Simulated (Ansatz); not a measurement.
Ansatz (a quantum-chemistry and plane-wave program) input (PBE/def2-TZVPD):

Ansatz 0.2 input:
```yaml
crystal:
  periodic: [false, false, false]
  atoms:
    - {symbol: C, position_ang: [-1.04781679, 0.10932284, -0.37262433]}
    - {symbol: Si, position_ang: [0.55917462, -0.05617424, 0.25288161]}
    - {symbol: H, position_ang: [-1.75364330, -0.72226473, -0.31024367]}
    - {symbol: H, position_ang: [-1.53931018, 1.08500344, -0.38271922]}
    - {symbol: H, position_ang: [1.75140953, -0.23223646, -0.61163372]}
basis:
  gaussian:
    orbitals: def2-TZVPD
hamiltonian:
  xc: {name: PBE}
total_charge: 1
output: {forces: true}
```

End of the output:

```
integrals: 0.02 GiB planned
602 factors; their error is unknown
mean field: 0.24 GiB planned
mean field evaluation 1: about -8918.9321 eV, gradient 1.0e2 eV
mean field evaluation 2: about -8800.1884 eV, gradient 1.6e2 eV
mean field evaluation 4: about -8941.5926 eV, gradient 3.6e1 eV
mean field evaluation 8: about -8947.2514 eV, gradient 3.2e-1 eV
mean field evaluation 16: about -8947.2358 eV, gradient 3.7e-4 eV
mean field -8947.23584036 eV, -328.8048524790 hartree, gradient 5.1e-5 eV, S^2 0.000000; 0 other end points of the search recorded, 0 dependent functions left out
the calculation of the forces begins
reference -8947.23587348 eV, -328.8048536961 hartree; 11, 11 occupied and 96, 96 virtual orbitals, 602 factors
Total energy: -8947.23587348 eV, -328.8048536961 hartree
Atom 0 at    -1.047817     0.109323    -0.372624 Å, force     0.303986    -0.037597    -0.038535 eV/Å
Atom 1 at     0.559175    -0.056174     0.252882 Å, force    -0.187191     0.026945     0.118332 eV/Å
Atom 2 at    -1.753643    -0.722265    -0.310244 Å, force    -0.216504    -0.236595     0.033136 eV/Å
Atom 3 at    -1.539310     1.085003    -0.382719 Å, force    -0.154945     0.282470     0.012320 eV/Å
Atom 4 at     1.751410    -0.232236    -0.611634 Å, force     0.254654    -0.035224    -0.125252 eV/Å
Dipole moment:     0.147631    -0.016250     0.031367 e Å
```
